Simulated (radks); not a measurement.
Valence configurations of Te+ (all share [Kr]). Method: Dirac Kohn-Sham, PBE, spin-unpolarised, spherical densities, finite nucleus; open shells fill j = l - 1/2 first; Fermi nuclear charge, rms radius 4.7423 fm; computed with a radial shooting solver on a logarithmic mesh with Libxc functionals. Energies are relative to 4d10 5s2 5p3; eigenvalues in eV.

| valence | E (eV) | e(4d3/2) | e(4d5/2) | e(5p1/2) | e(5p3/2) | e(5s1/2) |
|---|---|---|---|---|---|---|
| 4d10 5s2 5p3 | 0.000 | -51.235 | -49.766 | -14.175 | -13.255 | -23.251 |
| 4d10 5s1 5p4 | 10.090 | -52.693 | -51.219 | -14.864 | -13.908 | -24.091 |
| 4d9 5s2 5p4 | 39.068 | -57.886 | -56.353 | -15.784 | -14.723 | -25.506 |
| 4d8 5s2 5p5 | 83.268 | -64.504 | -62.904 | -17.331 | -16.131 | -27.663 |
| 4d9 5s1 5p5 | 49.938 | -59.257 | -57.718 | -16.424 | -15.329 | -26.282 |
| 4d9.5 5s2 5p3.5 | 18.894 | -54.566 | -53.065 | -14.988 | -13.997 | -24.392 |
| 4d8 5s1 5p6 | 94.879 | -65.802 | -64.198 | -17.934 | -16.701 | -28.387 |

NIST lists [Kr] 4d10 5s2 5p3 as the ground configuration; this level of theory agrees among the configurations tried. The energies are those of spherical spin-averaged densities, not of single terms.
